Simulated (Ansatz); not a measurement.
C3H8OSi (`C=CO[SiH2]C`), charge 0, multiplicity 1.

(1) Give a relaxed structure at PBE0-D4/def2-TZVP (Ansatz). (An estimate is asked.)

## Answers

(1) The calculation gave: 
```xyz
13

C     0.7182    1.4296   -1.2577
C     0.8696    0.1459   -1.5606
O     0.7724   -0.9047   -0.7214
Si    0.3361   -0.8712    0.8844
C    -1.4547   -0.4196    1.0980
H     0.8319    2.1732   -2.0342
H     0.4980    1.7761   -0.2547
H     1.1030   -0.1717   -2.5730
H     1.2080    0.0845    1.6204
H     0.6009   -2.2518    1.3527
H    -2.0971   -1.1283    0.5705
H    -1.7207   -0.4433    2.1585
H    -1.6655    0.5815    0.7171
```
This is one stationary point; other conformers may exist.
